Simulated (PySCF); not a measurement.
Curvature of the energy in the electron number along the 3d series, charge +2

Calculated with PySCF 2.14, in aug-pcseg-2, non-relativistic: one orbital is emptied in steps, and each cell gives the departure of E from the straight line at half an electron, in eV (from a cubic fit). The exact functional gives zero.

```
species   orbital    LDA    PBE  r2SCAN   PBE0  BHandHLYP  LC-wPBE  wB97X   UHF
   Sc²⁺  3d alpha  -1.76  -1.73   -1.59  -1.24      -0.77    -0.53  -0.59  0.21
   Ti²⁺  3d alpha  -1.87  -1.83   -1.72  -1.30      -0.77    -0.60  -0.65  0.31
    V²⁺  3d alpha  -1.96  -1.92   -1.79  -1.34      -0.76    -0.65  -0.69  0.40
   Cr²⁺  3d alpha  -2.05  -1.99   -1.83  -1.37      -0.75    -0.70  -0.72  0.49
   Mn²⁺  3d alpha  -2.16  -2.11   -1.96  -1.44      -0.77    -0.79  -0.79  0.58
   Co²⁺   3d beta  -2.18  -2.11   -1.94  -1.39      -0.70    -0.78  -0.77  0.73
   Ni²⁺   3d beta  -2.27  -2.19   -2.01  -1.43      -0.68    -0.84  -0.81  0.83
   Cu²⁺   3d beta  -2.35  -2.27   -2.05  -1.46      -0.67    -0.90  -0.85  0.92
   Zn²⁺   3d beta  -2.45  -2.38   -2.18  -1.53      -0.67    -1.00  -0.93  1.03
```

Q: How does the mean departure depend on the functional?

A: LDA -2.12 eV; PBE -2.06 eV; r2SCAN -1.90 eV; PBE0 -1.39 eV; BHandHLYP -0.73 eV; LC-wPBE -0.75 eV; wB97X -0.75 eV; UHF 0.61 eV. Semilocal functionals are convex (delocalisation error), Hartree-Fock is concave or straight, and exact exchange removes curvature roughly in proportion to its share, so among the functionals the range-separated hybrids usually come closest to zero.
